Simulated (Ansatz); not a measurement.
`CO[Si](S)(Cl)Cl` and `F[Si](S)(Cl)Cl` differ in one atom or group.

Ansatz, PBE0-D4/def2-TZVP geometries, multiplicity 1. Each molecule was computed in one conformer, which needn't be the lowest.

```
                                          property  `CO[Si](S)(Cl)Cl`
size of the dipole moment (ωB97M-V/def2-TZVPP) / D               1.72
             HOMO energy (ωB97M-V/def2-TZVPP) / eV             -10.15
  size of the dipole moment (B3LYP/def2-TZVPP) / D               1.72
                LUMO energy (PBE0/def2-TZVPP) / eV              -0.20
           HOMO–LUMO gap (ωB97M-V/def2-TZVPP) / eV              11.98
             HOMO–LUMO gap (B3LYP/def2-TZVPP) / eV               7.26
```

Question: What does the change do to each property? (An estimate is asked.)

Answer: Computed: 
```csv
property,`F[Si](S)(Cl)Cl`,shift
size of the dipole moment (ωB97M-V/def2-TZVPP) / D,1.16,-0.56
HOMO energy (ωB97M-V/def2-TZVPP) / eV,-10.54,-0.39
size of the dipole moment (B3LYP/def2-TZVPP) / D,1.17,-0.55
LUMO energy (PBE0/def2-TZVPP) / eV,-0.27,-0.07
HOMO–LUMO gap (ωB97M-V/def2-TZVPP) / eV,12.35,0.37
HOMO–LUMO gap (B3LYP/def2-TZVPP) / eV,7.55,0.29
```

With PBE0 the HOMO falls by 0.38 eV and the LUMO falls by 0.07 eV, so the gap widens by about 0.31 eV. PBE moves the HOMO by -0.36 eV and ωB97M-V by -0.39 eV. Dipoles are sizes alone; their direction can turn.

B3LYP here is the variant with VWN-RPA as its local correlation; programs differ in this.
